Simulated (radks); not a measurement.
Results of a calculation; reference values are marked as such.
Coulomb parameter of the 4f shell of the erbium ion Er2+ in the model configuration [Xe] 4f11 6p1, as a second difference U = [E(n + 0.25) + E(n - 0.25) - 2 E(n)] / (0.25)^2 with all orbitals relaxed. "Bare": the charge of the atom changes with n. "Screened": the 6p shell takes up the change at fixed total charge, which measures U(4f,4f) + U(6p,6p) - 2 U(4f,6p). Code: a radial shooting solver on a logarithmic mesh with Libxc functionals. Model: Dirac Kohn-Sham, BLYP, spin-unpolarised, spherical densities, point nucleus; open shells are shared between the two j in proportion to 2j + 1.

| case | configuration | E - E(n) (eV) |
|---|---|---|
| start | [Xe] 4f11 6p1 | 0.000 |
| bare +0.25 | [Xe] 4f11.25 6p1 | -6.305 |
| bare -0.25 | [Xe] 4f10.75 6p1 | 7.443 |
| screened +0.25 | [Xe] 4f11.25 6p0.75 | -3.401 |
| screened -0.25 | [Xe] 4f10.75 6p1.25 | 3.968 |

U(bare) = 18.219 eV, U(screened by 6p) = 9.084 eV.
